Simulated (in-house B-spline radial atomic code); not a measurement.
Radial electron density of In³⁺, [Ar] 3d9 4s2 4p6 4d10 5s1. Level of theory: scalar-relativistic (X2C) HSE06, spin-polarised, spherical fractional occupations, exact exchange averaged over the configuration, Fermi nucleus of rms radius 4.6156 fm; calculated with a radial B-spline atomic code at the basis-set limit.

One-electron X2C: radii and densities carry no picture-change correction, so inner-shell <1/r> comes out high (for 1s by about 2 % at Z = 33, 5 % at 54, 10 % at 75, 30 % at 118) and <r> low.

Columns: r (bohr), 4πr²n(r) (electrons per bohr), bar.

```
0.000942    1.903 #
 0.00116    2.659 #
 0.00143    3.706 ##
 0.00176    5.124 ###
 0.00217    7.057 ####
 0.00268    9.662 #####
  0.0033    13.03 #######
 0.00407     17.4 ##########
 0.00501    22.79 ############
 0.00618    29.35 ################
 0.00761    36.79 ####################
 0.00938     44.8 #########################
  0.0116     52.7 #############################
  0.0143    59.11 ################################
  0.0176    62.93 ##################################
  0.0217    63.35 ###################################
  0.0267    60.56 #################################
  0.0329    56.34 ###############################
  0.0405    54.07 ##############################
    0.05    57.12 ###############################
  0.0616    65.97 ####################################
  0.0759    76.26 ##########################################
  0.0935    80.31 ############################################
   0.115    73.63 ########################################
   0.142    60.69 #################################
   0.175    53.54 #############################
   0.216     57.8 ################################
   0.266    63.58 ###################################
   0.328    56.53 ###############################
   0.404    37.54 #####################
   0.498    22.29 ############
   0.614     20.1 ###########
   0.756    23.27 #############
   0.932    21.49 ############
    1.15    14.46 ########
    1.42    7.508 ####
    1.74    3.432 ##
    2.15    1.417 #
    2.65    0.541 
    3.27   0.1636 
    4.03  0.03337 
    4.96 0.003842 
    6.11 0.0002104 
    7.54 4.297e-06
```

On this grid the curve has 4 maxima, near 0.0217, 0.0935, 0.266, 0.756 bohr.

The 3d down radial function P(r) = rR(r), positive near the nucleus:

```tsv
r (bohr)	P
0.00938	0.002816
0.0143	0.008858
0.0217	0.02667
0.0329	0.07622
0.05	0.2028
0.0759	0.4801
0.115	0.9614
0.175	1.54
0.266	1.798
0.404	1.373
0.614	0.5902
0.932	0.1198
1.42	0.01087
```
